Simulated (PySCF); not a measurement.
C₂H₇FSi₂, SMILES C(/F)=C/[SiH2][SiH3].

Coordinates come from a B3LYP-D3(BJ)/def2-SVP optimisation. The structure was generated by enumeration; whether it is a known compound was not checked. Other conformers were not sampled.

Two levels are set side by side: PBE/def2-TZVP (PySCF) and r2SCAN/def2-TZVP (PySCF). Same geometry, gas phase. Differences are taken from unrounded values.

```json
[
 {"quantity": "orbital gap (eV)", "r2SCAN": "5.20", "PBE": "4.79", "PBE minus r2SCAN": "-0.41"},
 {"quantity": "highest occupied level (eV)", "r2SCAN": "-6.60", "PBE": "-6.38", "PBE minus r2SCAN": "0.22"},
 {"quantity": "lowest empty level (eV)", "r2SCAN": "-1.40", "PBE": "-1.59", "PBE minus r2SCAN": "-0.19"},
 {"quantity": "dipole moment (D)", "r2SCAN": "1.55", "PBE": "1.50", "PBE minus r2SCAN": "-0.05"},
 {"quantity": "mean polarisability (bohr³)", "r2SCAN": "82.7", "PBE": "85.0", "PBE minus r2SCAN": "2.2"}
]
```

Rough cost on one machine, each run with all the roots and properties that it gave: r2SCAN against PBE about 3 times.
